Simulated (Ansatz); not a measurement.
Stepwise reaction of `[SH][Sn]([Cl])([Cl])[Cl]` with hydrogen, as a gas-phase model of exchange steps in deposition or etching. ΔE in kJ/mol; ΔG adds harmonic PBE0-D4 terms to CCSD(T)/CBS, at 1 bar.

Calculated with Ansatz (gas phase, PBE0-D4/def2-TZVP geometries, no zero-point term in ΔE). CCSD(T)/CBS adds triple-zeta CCSD(T) − MP2 to the extrapolated MP2 energy (def2 sets, frozen cores). This one scheme is used for every species. DFT in def2-TZVPP. B3LYP here is the variant with VWN-RPA as its local correlation; programs differ in this. def2 core potentials past Kr. For Sn outer-core shells are correlated without core-valence functions, which leaves a few kJ/mol of doubt a bond. One conformer a species, not always the lowest.

| step | reaction | PBE-D4 | B3LYP-D4 | ωB97M-V | CCSD(T)/CBS | ΔG(600 K) |
| --- | --- | --- | --- | --- | --- | --- |
| 1 | `[SH][Sn]([Cl])([Cl])[Cl]` + H₂ → `[SH][SnH]([Cl])[Cl]` + HCl | 65.9 | 67.1 | 62.7 | 66.4 | 55.2 |
| 2 | `[SH][SnH]([Cl])[Cl]` + H₂ → `[SH][SnH2][Cl]` + HCl | 69.3 | 70.6 | 66.6 | 71.0 | 67.6 |

(1) Give the row of step 3, `[SH][SnH2][Cl]` + H₂ → `[SH][SnH3]` + HCl. (Best estimate.)

(2) By hand: ΔE of the 3 steps together at CCSD(T)/CBS.

Results:

(1) The calculation gave: 
| step | reaction | PBE-D4 | B3LYP-D4 | ωB97M-V | CCSD(T)/CBS | ΔG(600 K) |
| --- | --- | --- | --- | --- | --- | --- |
| 3 | `[SH][SnH2][Cl]` + H₂ → `[SH][SnH3]` + HCl | 76.8 | 78.2 | 74.6 | 79.2 | 68.5 |

(2) (66.4) + (71.0) + (79.2) = 216.6 kJ/mol, or 72.2 kJ/mol a step.

In ΔE each step is higher than the one before. All are uphill at CCSD(T)/CBS. ΔG lies between 55.2 and 68.5 kJ/mol a step. PBE-D4 differs from CCSD(T)/CBS by -2.4 to -0.5 kJ/mol a step. Isolated molecules leave out the surface, adducts and barriers. Largest T1 diagnostic: 0.012.
